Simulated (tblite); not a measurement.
Compound: CH₁₁O₂PSi₃.
Structure used (GFN2-xTB), in Å, numbered top down from 1:
```xyz
18
CH11O2PSi3 angstrom
C     -1.739    1.529   -0.346
Si    -2.081   -0.238    0.243
O     -1.411   -1.318   -0.777
Si    -0.169   -1.868   -1.644
O      1.236   -1.331   -1.036
Si     2.072   -0.507    0.072
P      2.088    1.661   -0.514
H     -0.668    1.721   -0.420
H     -2.167    1.707   -1.330
H     -2.160    2.265    0.332
H     -3.500   -0.588    0.184
H     -1.507   -0.474    1.573
H     -0.161   -3.312   -1.476
H     -0.258   -1.329   -2.992
H      3.397   -1.128    0.018
H      1.459   -0.677    1.391
H      2.095    2.137    0.789
H      3.465    1.756   -0.608
```

Computed with GFN2-xTB (tblite): harmonic, unscaled wavenumbers at the GFN2-xTB geometry, gas phase. Errors from tens to a few hundred cm⁻¹ against measured bands are possible. Modes of hydrogen on phosphorus and silicon can be 10 to 20 % off. One conformer, not necessarily the lowest. The optimisation stopped once no atom felt more than 0.01 eV/Å.

Lowest wavenumbers of the output (negative numbers stand for imaginary wavenumbers):
```
mode    cm-1
  1     -34.8
  2      30.1
  3      46.9
  4      57.9
  5      72.8
  6      86.2
  7     102.5
  8     144.1
  9     174.8
 10     212.8
```

Is this structure a minimum?

Not by this Hessian. 1 mode is imaginary beyond 20i (35i cm⁻¹), so at this level the point lies at or near a first-order saddle. The curvature is small, so loose convergence or finite differences may be the whole cause.

Which atoms move in the imaginary mode?

35i: H17 (P–H hydrogen) 21 %, H18 (P–H hydrogen) 21 %, Si6 (oxygen-bound silicon) 12 %, P7 (three-coordinate phosphorus) 10 %. These are shares of the mass-weighted motion.

What is the remedy?

Step along that mode in both directions, optimise again with tighter thresholds and repeat the frequencies. The zero-point energy of this point (70.7 kcal/mol) counts the 47 real modes alone, and thermal corrections from it aren't those of a minimum.

On one thread, Arm Neoverse V1 (aarch64) (shared host), this took 0.95 s of wall time. The figure is for the frequency step alone.
